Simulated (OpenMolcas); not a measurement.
**Nb3+ in Cs2NaYF6: curves along the breathing mode**

Nb3+ with its 6 nearest fluoride ions, on the Y site of Cs2NaYF6 (a = 9.075 Å, distance in the model lattice 2.178 Å). The rest of the host is ab initio model potentials to 7.6 Å, with orthogonalisation functions on the cations behind the ligands, and point charges beyond; the distance is set by hand and nothing relaxes. Ligand basis ANO-RCC-VDZP.

| Property | Result |
| --- | --- |
| Program | OpenMolcas 26.06 |
| Method | SS-CASPT2, IPEA 0.25 Eh, imaginary shift 0.1 Eh (closed shells correlated: 4s 4p and the ligand valence shells) |
| Basis | ANO-RCC-VDZP [6s5p3d1f] |
| Scalar Hamiltonian | DKH2, point nucleus |
| Active space | 2 electrons in 5 orbitals (4d) |
| State averaging | 2S+1 = 3 even, 10 roots; 2S+1 = 1 even, 15 roots |
| Spin-orbit coupling | state interaction with AMFI integrals over the reference wave functions |

Spin-free energies (labels of O, the rotations of Oh) in cm-1 above the lowest fitted minimum, as all ligands move together:

| R (Å) | 3T1 | 1T2 | 1E | 1A1 | 3T2 | 3T1(2) | 3A2 |
| --- | --- | --- | --- | --- | --- | --- | --- |
| 1.944 | 8680 | 16410 | 16460 | 27030 | 43010 | 49590 | 79120 |
| 1.99 | 3200 | 11030 | 11110 | 21630 | 34320 | 41010 | 67180 |
| 2.036 | 420 | 8420 | 8550 | 19020 | 28760 | 35580 | 58630 |
| 2.082 | 180 | 8150 | 8310 | 18700 | 25790 | 32680 | 52970 |
| 2.128 | 1760 | 9750 | 9950 | 20270 | 25010 | 31970 | 49790 |
| 2.173 | 4740 | 12870 | 13110 | 23340 | 26060 | 33070 | 48720 |
| 2.219 | 9200 | 17370 | 17640 | 27770 | 28620 | 35740 | 49420 |

Cubic fits give the following; the wavenumber is harmonic, with the mass of all moving ligands, small differences in it between states hang on the degree of the fit, a number in brackets counts states of one label, and the table is a selection of at most 14 states with clean curves.

```
 State  R0 (Å)  Breathing mode (cm-1)  Minimum (cm-1)
   3T1   2.066                    542               0
   1T2   2.065                    541            7980
    1E   2.065                    542            8120
   1A1   2.066                    538           18550
   3T2   2.122                    515           25000
3T1(2)   2.120                    517           31950
   3A2   2.177                    488           48740
 1E(2)   2.175                    489           57410
1A1(2)   2.170                    492           67870
```

The minimum of 3T2 is shifted by +0.0555 Å against 3T1 (from the unrounded fits). With M = 114.0 u for the moving shell, the Huang-Rhys factor in this mode is S = M ω ΔR² / 2ħ = 0.01483 × 114.0 × 542 × 0.0555² = 2.82. Only the first shell moves, against a rigid host.

Roots that are degenerate in the reference are averaged as groups; the widest CASPT2 spread within a group is 740 cm-1 (the 3-fold group of multiplicity 1 near 34000 cm-1 above the lowest state of its run, R = 2.082). Shifts and gaps below about the spread of the groups concerned are not significant. Over all roots computed the reference weight is 0.73 to 0.74 in R = 1.944, 0.73 in R = 1.99, 0.73 in R = 2.036, 0.73 in R = 2.082, 0.73 in R = 2.128, 0.73 in R = 2.173, 0.72 to 0.73 in R = 2.219; a low but even weight reflects the number of correlated electrons. An orbital triplet at a regular site is open to Jahn-Teller coupling, which can distort the site and quench the lowest spin-orbit gaps and is left out. Ligand-to-metal charge-transfer states are missing. With no ligand orbital active B as a rule stays too high, so bands that hang on it stand too high and its fall with covalency is understated. With one d shell and no ligand orbital active, 10Dq can be off by a tenth or more. The least metal-like active orbital is 79 % on the metal (Löwdin) and no ligand orbital is active, so the numbers are rough (holds for R = 1.944). The least metal-like active orbital is 80 % on the metal (Löwdin) and no ligand orbital is active, so the numbers are rough (holds for R = 1.99). The least metal-like active orbital is 82 % on the metal (Löwdin) and no ligand orbital is active, so the numbers are rough (holds for R = 2.036). The least metal-like active orbital is 83 % on the metal (Löwdin) and no ligand orbital is active, so the numbers are rough (holds for R = 2.082). The least metal-like active orbital is 84 % on the metal (Löwdin) and no ligand orbital is active, so the numbers are rough (holds for R = 2.128). The least metal-like active orbital is 85 % on the metal (Löwdin) and no ligand orbital is active, so the numbers are rough (holds for R = 2.173). No measured value stands beside these numbers.
